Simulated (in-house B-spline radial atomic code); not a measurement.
A fraction x of an electron is removed from 1s in the beryllium ion Be³⁺, starting from 1s1 and keeping the highest spin. Computed with a B-spline radial code for spherical atoms: scalar-relativistic (X2C) TPSS, spin-polarised, spherical fractional occupations, Fermi nucleus of rms radius 2.519 fm.

```
   x  E(x) - E(0) (eV)  1s up level (eV)
   0            0.0000          -194.274
0.08           15.7084          -198.431
0.13           25.6945          -201.013
0.33           66.9165          -211.145
0.41           83.9656          -215.066
 0.5          103.5151          -219.338
0.59          123.4404          -223.405
0.66          139.1837          -226.368
0.84          180.5244          -232.484
0.98          213.1614          -231.521
0.99          215.4693          -229.849
```
